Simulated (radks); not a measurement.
Problem. Species: the magnesium ion Mg3+. Configuration: [He] 2s2 2p4.75 3p0.25 (fractional occupations, a model configuration). Calculated with a radial shooting solver on a logarithmic mesh with Libxc functionals: non-relativistic Kohn-Sham, exchange-only LDA, spin-polarised, spherical densities, point nucleus; open shells are filled with parallel spins first. Some entries of the table are withheld. Estimate them.

orbital,occ.,eigenvalue (hartree),<r^2> (bohr^2),<r> (bohr)
1s up,1,-48.25630,0.02327,0.1315
1s down,1,-48.18024,0.02321,0.1313
2s up,1,-4.85580,0.5348,0.6695
2s down,1,-4.71799,0.5432,0.6746
2p up,3,-3.69985,(1),0.6319
2p down,1.75,-3.54989,(2),0.6400
3p up,0.25,-0.96141,6.271,2.334
3p down,0,-0.87573,6.449,2.360

Solution. 
(1) 2p up <r^2> (bohr^2): 0.5018
(2) 2p down <r^2> (bohr^2): 0.5156
